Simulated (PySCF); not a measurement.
Compound: C4H14AsGa.
Atom-mapped SMILES: `[CH3:1][CH:2]([CH3:3])[Ga@@H-:4]([CH3:5])[AsH3+:6]` (hydrogens: H7, H8, H9 on C1; H10 on C2; H11, H12, H13 on C3; H14 on Ga4; H15, H16, H17 on C5; H18, H19, H20 on As6)

Method: PBE0-D3(BJ)/def2-SVP geometry optimisation, gas phase in PySCF 2.14.0.

Question: List the bond lengths, angles and torsions at this level.

Answer: 
| bond | length (Å) |
| --- | --- |
| C1–C2 | 1.525 |
| C2–C3 | 1.524 |
| C2–Ga4 | 2.005 |
| Ga4–C5 | 1.989 |
| Ga4–As6 | 2.703 |
| C1–H7, C1–H8, C1–H9 | 1.104 |
| C2–H10 | 1.108 |
| C3–H11, C3–H12, C3–H13 | 1.104 |
| Ga4–H14 | 1.589 |
| C5–H15, C5–H16, C5–H17 | 1.102 |
| As6–H18, As6–H19, As6–H20 | 1.513 |

Bonds in one row agree within 0.01 Å and their mean is given. A selection of angles:
| angle | degrees |
| --- | --- |
| C2–C1–H7 | 112.0 |
| H7–C1–H8 | 107.3 |
| H7–C1–H9 | 106.3 |
| C1–C2–C3 | 111.7 |
| C1–C2–Ga4 | 112.8 |
| C1–C2–H10 | 107.7 |
| C3–C2–Ga4 | 113.0 |
| C3–C2–H10 | 107.7 |
| Ga4–C2–H10 | 103.2 |
| C2–C3–H11 | 111.6 |
| H11–C3–H12 | 106.3 |
| H11–C3–H13 | 106.8 |
| C2–Ga4–C5 | 119.6 |
| C2–Ga4–As6 | 97.7 |
| C2–Ga4–H14 | 117.9 |
| C5–Ga4–As6 | 97.8 |
| C5–Ga4–H14 | 118.7 |
| As6–Ga4–H14 | 94.1 |
| Ga4–C5–H15 | 108.8 |
| Ga4–C5–H16 | 112.4 |
| Ga4–C5–H17 | 112.6 |
| H15–C5–H16 | 107.4 |
| Ga4–As6–H18 | 121.6 |
| Ga4–As6–H20 | 118.3 |
| H18–As6–H19 | 96.4 |

Torsions: C1–C2–Ga4–C5 -38° (synclinal).

Ga4 (gallium bonded to As, 2 C and H) has angles from 94.1° to 119.6°. Of the pairs four or more bonds apart, As6···H11 is among the closest relative to their van der Waals radii: 3.17 Å, 104 % of the sum of Bondi's values. As6 (arsenic bonded to Ga and 3 H) has angles from 96.3° to 121.9°.

Point group: C1 (no symmetry element, even within 0.4 Å). No frequency check. One conformer, not necessarily the lowest.

The run took 4.7 min of wall time on one thread of an Arm Neoverse V1, shared host. These figures are those of the optimisation.
